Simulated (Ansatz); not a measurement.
```yaml
crystal:
  periodic: [false, false, false]
  atoms:
    - {symbol: Cl, position_ang: [-6.935094, 0.004422, 0.482851]}
    - {symbol: Ga, position_ang: [-2.789462, 0.583607, 2.723621]}
    - {symbol: C, position_ang: [0.451238, 1.810884, 0.206993]}
    - {symbol: Ge, position_ang: [2.223794, -1.466068, -1.972897]}
    - {symbol: H, position_ang: [-2.852087, -0.125677, 6.076366]}
    - {symbol: H, position_ang: [-0.372383, 3.390121, -1.406712]}
    - {symbol: H, position_ang: [2.171268, 2.859187, 1.517649]}
    - {symbol: H, position_ang: [-0.074016, -2.870615, -4.016067]}
    - {symbol: H, position_ang: [3.332686, -3.820073, 0.198846]}
    - {symbol: H, position_ang: [4.844055, -0.365811, -3.810651]}
basis:
  gaussian: {orbitals: def2-TZVP, fitting: {mean_field: def2-universal-jkfit}, point_charges: [{charge: -1.00, position_ang: [4.862, -0.222, -0.008]}]}
hamiltonian: {xc: {name: PBE0}}
output: {forces: true}
```

```sh
$ ansatz run in.yaml --threads 4 --pin off --events-out ev --progress --plain --max-ram 10444MiB
```

It prints (some lines left out):

```
Functional definition: PBE0
843 factors; integrals over basis functions are off by at most 1.4e0 eV
mean field evaluation 1: about -122483.8738 eV, gradient 5.2e1 eV
mean field evaluation 2: about -122062.6075 eV, gradient 2.1e2 eV
mean field evaluation 4: about -122401.3527 eV, gradient 1.4e2 eV
mean field evaluation 8: about -122500.3605 eV, gradient 2.8e1 eV
mean field evaluation 16: about -122504.2078 eV, gradient 2.5e-1 eV
mean field evaluation 64: about -122504.0743 eV, gradient 1.6e0 eV
mean field evaluation 160: about -122504.0835 eV, gradient 1.5e0 eV
mean field -122504.20845200 eV, -4501.9466242761 hartree, gradient 8.2e-6 eV, S^2 0.000000; 10 other end points of the search recorded, 0 dependent functions left out
reference -122504.20851256 eV, -4501.9466265015 hartree; 46, 46 occupied and 154, 154 virtual orbitals, 843 factors
Total energy: -122504.20851256 eV, -4501.9466265015 hartree
Atom 0 at    -6.935094     0.004422     0.482851 Å, force     0.300220     0.048770     0.163241 eV/Å
Atom 1 at    -2.789462     0.583607     2.723621 Å, force    -0.223250    -0.202453     0.596534 eV/Å
Atom 2 at     0.451238     1.810884     0.206993 Å, force     0.871152     2.379328    -0.218252 eV/Å
Atom 3 at     2.223794    -1.466068    -1.972897 Å, force     1.262255    -0.548405    -0.040120 eV/Å
Atom 4 at    -2.852087    -0.125677     6.076366 Å, force     0.012713     0.175164    -0.812167 eV/Å
Atom 5 at    -0.372383     3.390121    -1.406712 Å, force     0.919363    -1.489308     1.677422 eV/Å
Atom 6 at     2.171268     2.859187     1.517649 Å, force    -1.821565    -0.964992    -1.437358 eV/Å
Atom 7 at    -0.074016    -2.870615    -4.016067 Å, force     0.670145     0.464058     0.645490 eV/Å
Atom 8 at     3.332686    -3.820073     0.198846 Å, force    -0.422671     0.663417    -0.662823 eV/Å
Atom 9 at     4.844055    -0.365811    -3.810651 Å, force    -0.858882    -0.333297     0.484893 eV/Å
Dipole moment:     4.324513     0.268388    -0.268131 e Å
```

Problem. What is wrong with this run?

Solution. The geometry is stretched to more than twice its size. The calculation finished and met its thresholds. The result belongs to that input, not to the molecule as meant.
